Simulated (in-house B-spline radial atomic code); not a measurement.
Atomic self-consistent-field run: Ba II (Ba+). Level of theory: scalar-relativistic (X2C) PBE, spherical fractional occupations, Fermi nucleus of rms radius 4.8378 fm, inside a hard spherical wall at 1.25 bohr; calculated with a radial B-spline atomic code at the basis-set limit.

Command:
```bash
python run_scf.py task.json out
```
Settings (nuclear radius in fm, mass in u):
```
Z                56
configuration    [Kr] 4d10 5s2 5p5 6s1 6d1
hamiltonian      x2c
method           pbe,pbe
spin_polarised   False
nucleus          fermi
rms_radius       4.8378
atomic_mass      137.90525
speed_of_light   137.035999084
wall_radius      1.25
```

Output (hartree, bohr):
```
 radial grid: 56 intervals, B-splines of order 8, outer radius 1.25 bohr

 iter        energy (Eh)    residual
    1       -7952.382040    4.40e-01
    2       -7953.941294    1.49e-01
    3       -7954.137131    3.97e-02
    4       -7954.154999    1.28e-02
    5       -7954.156604    5.69e-03
    6       -7954.156877    1.91e-04
    7       -7954.156877    1.69e-06
    8       -7954.156877    9.65e-08

 total energy                     -7954.15688
 kinetic                            9176.1582
 electron-nucleus                 -20529.0807
 Hartree                            3614.9531
 exchange-correlation               -216.1875

 orbital      occ     eigenvalue          <r>       <r^2>       <1/r>       r_max
 1s         2.000     -1353.5135    0.0249456 0.000854659     64.1072     0.01566
 2s         2.000      -204.3919     0.109399   0.0141847     14.6201     0.09288
 2p         6.000      -182.1297    0.0960912   0.0112913     13.3313     0.07439
 3s         2.000       -35.7949     0.296053     0.10045     5.11343      0.2687
 3p         6.000       -28.6708     0.295242    0.101376     4.72458      0.2633
 3d        10.000       -18.0679     0.274549     0.08956     4.43098      0.2188
 4s         2.000        -1.7944     0.666893    0.490573     2.09261      0.6531
 4p         6.000         0.5588     0.684838     0.51759     1.96571      0.6828
 4d        10.000         4.2021     0.700105    0.542422      1.8324      0.7171
 5s         2.000        13.8216     0.756419    0.659964     2.13682      0.9738
 5p         5.000        15.7998     0.742352    0.643555     2.11387      0.9822
 6s         1.000        38.0183     0.722046    0.622406     2.46553       1.074
 6d         1.000        40.8421     0.688808    0.582986     2.29294       1.075

 Slater integrals (Eh)
   F0(5p,5p)                     1.209648
   F2(5p,5p)                     0.562471
   F0(5p,6s)                     1.224309
   G1(5p,6s)                     0.165762
   F0(5p,6d)                     1.254620
   F2(5p,6d)                     0.523078
   G1(5p,6d)                     0.121331
   G3(5p,6d)                     0.127666
   F0(6s,6s)                     1.249462
   F0(6s,6d)                     1.283700
   G2(6s,6d)                     0.498877
   F0(6d,6d)                     1.329521
   F2(6d,6d)                     0.554426
   F4(6d,6d)                     0.359135
```

Run time, properties included: 0.12 s on 1 thread of Arm Neoverse V1, with other jobs on the host.

One-electron X2C: radii and densities carry no picture-change correction, so inner-shell <1/r> comes out high (for 1s by about 2 % at Z = 33, 5 % at 54, 10 % at 75, 30 % at 118) and <r> low.
